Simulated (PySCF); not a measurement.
Computed shifts of a molecule C₄H₅F, PySCF with B3LYP/pcSseg-1, GIAO, gas phase, atoms alike by connectivity averaged where their shifts nearly agree, in ppm (number of nuclei): ¹³C: 86.4 (1), 82.6 (1), 81.6 (1), 27.3 (1). ¹⁹F: -209.4 (1). ¹H: 5.43 (1), 2.69 (1), 1.79 (3). References: ¹³C against TMS (σ = 181.3 ppm); ¹⁹F against CFCl3 (σ = 161.7 ppm); ¹H against TMS (σ = 31.68 ppm), references at their B3LYP-D3(BJ)/def2-TZVP geometries, non-relativistic. Geometry optimised at PBE0-D3(BJ)/def2-SVP. One conformer was computed; it need not be the lowest.

Task: Pick the molecule that these values belong to.
A) CC=C=CF
B) F[C@H]1C=CC1
C) C=C=C(C)F
D) C#C[C@H](C)F

Result: D, C#C[C@H](C)F
